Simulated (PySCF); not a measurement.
Input of a response calculation (the driver script's job line, then coordinates in Å):

```
{"job": {"kind": "uv", "xc": "CAM-B3LYP", "basis": "def2-SVPD", "ip": true}, "charge": 0, "multiplicity": 1}
Si     1.568185    -0.371689     0.225879
O      0.012083     0.057058    -0.064678
Ga    -1.667269     0.543782    -0.367062
H      2.306675    -0.590748    -1.057269
H      2.283277     0.694155     0.996381
H      1.618577    -1.638482     1.020751
H     -2.370911    -0.207976    -1.539970
H     -2.212346     1.657699     0.581541
```

Its output, with some lines taken out ([cut]) and without the SCF cycles:

```
converged SCF energy = -2292.3259111967

Static polarisability (au): isotropic 60.139, principal 50.422 59.847 70.148

Singlet excitations
state   eV       nm        f      main configurations
  1   5.3154    233.3   0.00011   H->L 0.89, H-2->L 0.09
  2   6.6338    186.9   0.11380   H-1->L 0.92
  3   6.7988    182.4   0.00007   H-2->L 0.75, H-5->L 0.14
  4   6.8425    181.2   0.00501   H->L+1 0.65, H->L+2 0.23
  5   7.2597    170.8   0.00163   H-1->L+1 0.68, H-1->L+2 0.22
[cut]
  7   8.0326    154.4   0.01250   H-2->L+1 0.27, H->L+3 0.22, H-2->L+2 0.20
[cut]
  9   8.2649    150.0   0.03330   H->L+4 0.52, H->L+3 0.30
 10   8.2976    149.4   0.07501   H-1->L+2 0.42, H-1->L+4 0.15, H-1->L+1 0.15

[cut]
[cut]
[cut]
```

Method used: TDDFT CAM-B3LYP/def2-SVPD, vertical, gas phase, core orbitals frozen in the response (PySCF 2.14.0, density-fitted response routines). Isolated species at its PBE0-D3(BJ)/def2-SVP geometry, gas phase. The CAM-B3LYP/def2-SVPD calculation is non-relativistic and has no spin–orbit coupling, an omission that weighs most on gallium.

Q: Restore the lines that were cut, in order.

A: 
```
  6   7.6895    161.2   0.19317   H->L+2 0.66, H->L+1 0.21
  8   8.1141    152.8   0.04366   H-4->L 0.85
Triplet excitations (Tamm-Dancoff, eV): 4.9878 6.0003 6.3236 6.5162
Vertical ionisation energy (delta-SCF) = 10.2755 eV
Vertical electron affinity (delta-SCF) = -0.2370 eV
```

Q: What is the polarisability anisotropy, √(½[(α1 − α2)² + (α2 − α3)² + (α3 − α1)²])?

A: 17.09 au.

Q: What transition dipole goes with state 6?

A: |μ|² = 3f / (2ΔE) = 3 × 0.1932 / (2 × 0.2826) = 1.025 au, so |μ| = 2.57 D.

Q: How many basis functions and electrons does this run hold?

A: 125 basis functions for 58 electrons in 29 doubly occupied orbitals.

Q: Which species is it?

A: `[O]([SiH3])[GaH2]` (GaH5OSi).

H and L stand for HOMO and LUMO.
